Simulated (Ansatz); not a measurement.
`OB1CC1` + `[AlH3]` → `[AlH2][B]1CC1` + H₂O at 500 K and 1 bar (formal exchange of groups at a B–O bond).

Computed with Ansatz on PBE0-D4/def2-TZVP structures; ΔE is electronic, products minus reactants. CCSD(T)/CBS adds triple-zeta CCSD(T) − MP2 to the extrapolated MP2 energy (def2 sets, frozen cores). This one scheme is used for every species. One conformer a species, not always the lowest.

| species | CCSD(T)/CBS energy (Eh) | H − E (kJ/mol) | S (J/(mol·K)) |
| --- | --- | --- | --- |
| `OB1CC1` | -179.08502 | 220.0 | 328.2 |
| `[AlH3]` | -243.78045 | 68.7 | 232.2 |
| `[AlH2][B]1CC1` | -346.44261 | 222.8 | 372.4 |
| H₂O | -76.37941 | 73.2 | 206.3 |

H − E and S are ideal-gas, rigid-rotor, harmonic terms from PBE0-D4/def2-TZVP, for one conformer and one mirror image of each species. 1 Eh = 2625.50 kJ/mol, R = 8.31446 J/(mol·K).

Task: By hand: ΔE, ΔH, ΔS and ΔG.

Result: ΔE = (-346.44261) + (-76.37941) − (-179.08502) − (-243.78045) = 0.04345 Eh = 114.1 kJ/mol. Δ(H − E) = 222.8 + 73.2 − 220.0 − 68.7 = 7.3, so ΔH = 121.4 kJ/mol. ΔS = 372.4 + 206.3 − 328.2 − 232.2 = 18.3 J/(mol·K). ΔG = 121.4 − 500 × (18.3)/1000 = 112.2 kJ/mol.

Task: By hand: the equilibrium constant, and the temperature at which ΔG would vanish if ΔH and ΔS stayed fixed.

Result: log₁₀ K = −ΔG/(RT ln 10) = -11.7. ΔG = 0 at ΔH/ΔS = 6634 K, far beyond where these terms or the molecules hold.

ΔH outweighs TΔS. A doubt of 5 kJ/mol in ΔE shifts log₁₀ K by 0.5 here. Other conformers and mirror images would add mixing entropy, several J/(mol·K) or more a flexible species. These are equilibria of isolated gas molecules and say nothing of rates. Largest T1 diagnostic: 0.012 (customary marks: 0.02 for closed shells, 0.045 for open ones).
